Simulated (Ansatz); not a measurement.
Two isomers of CH6F2Si2: A = `C[SiH2][SiH](F)F`, B = `FC[SiH](F)[SiH3]`.

Isolated molecules relaxed with PBE0-D4/def2-TZVP in Ansatz; ΔE leaves out vibrations. CCSD(T)/CBS adds triple-zeta CCSD(T) − MP2 to the extrapolated MP2 energy (def2 sets, frozen cores). Functionals use def2-TZVPP. B3LYP here is the variant with VWN-RPA as its local correlation; programs differ in this. Each species was taken in one conformer, which may not be the lowest.

A:

Z-matrix (Å, degrees):
```
C
Si 1 1.873
H 1 1.092 2 110.6
H 1 1.092 2 110.6 3 119.9
H 1 1.092 2 110.7 3 -120.1
Si 2 2.343 1 110.8 3 -59.9
H 2 1.490 1 111.4 3 -179.7
H 2 1.490 1 111.4 3 59.8
F 6 1.597 2 109.4 1 58.1
F 6 1.597 2 109.4 1 -58.1
H 6 1.483 2 117.1 1 -180.0
```

B:

```xyz
11

F     2.1207   -0.1434   -0.6951
C     1.6165   -0.1280    0.6042
Si   -0.1982   -0.6668    0.5343
F    -0.7846   -0.4949    2.0224
Si   -1.4128    0.6539   -0.9739
H     2.2249   -0.8002    1.2174
H     1.7233    0.8853    1.0047
H    -0.2731   -2.1100    0.1851
H    -0.9412    0.3794   -2.3563
H    -2.8608    0.3297   -0.8786
H    -1.2146    2.0950   -0.6640
```

Problem. Which is lower in electronic energy at CCSD(T)/CBS, and by how much? (Best estimate.)

Solution. Ansatz gave: A, by 62.7 kcal/mol.

Problem. Give E(B) − E(A) in kcal/mol with ωB97M-V, B2PLYP, BLYP-D4, CCSD/def2-TZVPP, B3LYP-D4, HF/def2-TZVPP, PBE0-D4. (An estimate is asked.)

Solution. The calculation gave: ωB97M-V 61.1, B2PLYP 61.9, BLYP-D4 58.6, CCSD/def2-TZVPP 61.9, B3LYP-D4 60.1, HF/def2-TZVPP 61.6, PBE0-D4 59.9. None reverses the order clearly.

Problem. Does the order hold for the free energy at 298.15 K (harmonic terms from PBE0-D4)? (Best estimate.)

Solution. Computed: Yes: G(B) − G(A) = +61.0 kcal/mol, for one conformer each. Modes under 60 cm⁻¹, often nearly free rotors, make the harmonic entropy too high.

Largest T1 diagnostic: 0.012.

From PBE to PBE0 (25 % exact exchange), in def2-TZVPP and without D4, E(B) − E(A) moves by +1.7 kcal/mol. Leaving LDA and LC-ωPBE aside and taking each functional with its dispersion term where it has one, the values, not all of them listed here, spread over 4.9 kcal/mol, from revPBE-D4 to PBE-QIDH. LDA lies +0.9 kcal/mol from PBE without D4.
